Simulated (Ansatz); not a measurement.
Calculated with Ansatz (gas phase, PBE0-D4/def2-TZVP geometries, no zero-point term in ΔE). CCSD(T)/CBS adds triple-zeta CCSD(T) − MP2 to the extrapolated MP2 energy (def2 sets, frozen cores). For Ge outer-core shells are correlated without core-valence functions, which leaves a few kJ/mol of doubt a bond. Scalar relativity is left out up to krypton. One conformer a species, not always the lowest.

Reaction (ligand exchange at a B–N bond): `BN(C)[SiH2][SiH3]` + `[NH2][GeH3]` → `B[NH][GeH3]` + `CN[SiH2][SiH3]`

`BN(C)[SiH2][SiH3]`:

Z-matrix (Å, degrees):
```
C
N 1 1.458
H 1 1.095 2 111.0
H 1 1.090 2 109.8 3 120.1
H 1 1.094 2 111.0 3 -119.9
Si 2 1.758 1 115.8 3 60.0
B 2 1.393 1 121.8 3 -120.0
Si 6 2.336 2 112.2 1 -180.0
H 6 1.492 2 108.4 1 -57.4
H 6 1.492 2 108.4 1 57.4
H 7 1.200 2 119.4 1 180.0
H 7 1.199 2 119.8 1 -0.0
H 8 1.486 6 111.3 2 61.3
H 8 1.486 6 111.3 2 -61.3
H 8 1.490 6 107.3 2 180.0
```

`[NH2][GeH3]`:

Cartesian coordinates in Å:
```
N 0.382 -0.440 1.006
Ge -0.106 0.151 -0.671
H 0.762 0.287 1.597
H -0.369 -0.892 1.509
H -0.611 -1.075 -1.445
H -1.213 1.233 -0.673
H 1.156 0.735 -1.323
```

`B[NH][GeH3]`:

```xyz
9

B     0.096   -1.085   -1.160
N    -0.560   -0.126   -0.393
Ge    0.170    0.841    1.010
H     1.243   -1.340   -0.921
H    -0.494   -1.641   -2.043
H    -1.526    0.073   -0.611
H     0.089    2.342    0.682
H     1.620    0.375    1.149
H    -0.638    0.561    2.288
```

`CN[SiH2][SiH3]`:

```xyz
13

C     1.134   -1.621    0.145
N     0.232   -1.076   -0.847
Si   -0.096    0.610   -0.976
Si   -1.120    1.581    0.909
H     1.984   -0.945    0.275
H     1.539   -2.582   -0.185
H     0.676   -1.766    1.132
H    -0.503   -1.711   -1.115
H    -0.987    0.794   -2.154
H     1.193    1.324   -1.203
H    -0.287    1.378    2.129
H    -2.453    0.966    1.165
H    -1.311    3.047    0.724
```

```
            species  CCSD(T)/CBS(def2) energy (Eh)
`BN(C)[SiH2][SiH3]`                     -701.75815
      `[NH2][GeH3]`                    -2133.81884
      `B[NH][GeH3]`                    -2159.24687
   `CN[SiH2][SiH3]`                     -676.32808
```

(1) Work out ΔE.

(2) What do rigid-rotor, harmonic-oscillator terms from PBE0-D4/def2-TZVP frequencies (298.15 K, 1 bar) make of the CCSD(T)/CBS value? (An estimate is asked.)

Largest T1 diagnostic among the species: 0.013.

Answers

(1) ΔE = (-2159.24687) + (-676.32808) − (-701.75815) − (-2133.81884) = 0.00204 Eh = +0.06 eV.

(2) Computed: ΔZPE = 0.00 eV, ΔH = +0.06 eV, ΔS = 19 J/(mol·K), ΔG = 0.00 eV.

In def2-TZVPP, CCSD(T) changes the Hartree–Fock value by +0.12 eV (the triples alone add +0.02 eV) and MP2 by +0.14 eV. Leaving LDA and LC-ωPBE aside and taking each functional with its dispersion term where it has one, the values, not all of them listed here, spread over 0.04 eV, from B2PLYP to revPBE-D4. LDA lies +0.06 eV from PBE without D4.
